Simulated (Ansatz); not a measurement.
`[F][GeH2][O][GeH3]`, relaxed with RKS PBE0-D4/def2-TZVP in the Gaussian-basis code of Ansatz from a PBE-D4/def2-SVP geometry. The force threshold is 0.005 eV/Å; the program also tests the step.

Total charge 0; spin multiplicity 1.

Start:

```xyz
9

F    -0.861    2.031   -0.206
Ge   -1.311    0.588    0.704
O    -0.486   -0.773   -0.087
Ge    1.232   -0.745   -0.665
H    -2.832    0.362    0.545
H    -0.775    0.815    2.143
H     1.279   -0.114   -2.080
H     1.658   -2.233   -0.693
H     2.096    0.071    0.339
```

```tsv
step	energy (eV)	largest force (eV/Å)	largest move (Å)
1	-117866.8342	0.657	0.000
2	-117866.8678	0.334	0.026
3	-117866.8732	0.054	0.014
4	-117866.8737	0.015	0.011
5	-117866.8744	0.013	0.034
6	-117866.8744	0.006	0.011
7	-117866.8745	0.004	0.009
8	-117866.8745	0.009	0.030
9	-117866.8745	0.005	0.003
10	-117866.8745	0.001	0.003
```

End:

```xyz
9

F    -0.946    2.051   -0.182
Ge   -1.303    0.588    0.693
O    -0.467   -0.706   -0.132
Ge    1.236   -0.750   -0.664
H    -2.807    0.336    0.575
H    -0.745    0.810    2.105
H     1.325   -0.135   -2.067
H     1.617   -2.236   -0.671
H     2.089    0.043    0.343
```

It took 33 s on 4 threads of a server CPU on a shared host, with 0.64 GiB of host memory at the peak.
